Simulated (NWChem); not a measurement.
System: C₂H₃Br; SMILES C=CBr

```xyz
6

C     -0.3366     2.0998     0.0000
C      0.5178     1.0849     0.0000
Br    -0.0281    -0.7473     0.0000
H     -1.4129     1.9633     0.0000
H      0.0442     3.1181     0.0000
H      1.5962     1.1903     0.0000
```
Atoms are numbered in this order, from 1.

Program: NWChem. All runs use the structure optimised with B3LYP/6-31G* (spherical d). Static field.

```tsv
level	isotropic polarisability (bohr³)	anisotropy (bohr³)
PBE/def2-SVPD	49.4	29.0
B3LYP/def2-SVPD	48.6	28.4
Hartree-Fock/def2-SVPD	46.8	27.6
LDA (Slater exchange, VWN5)/def2-SVPD	49.7	29.1
```
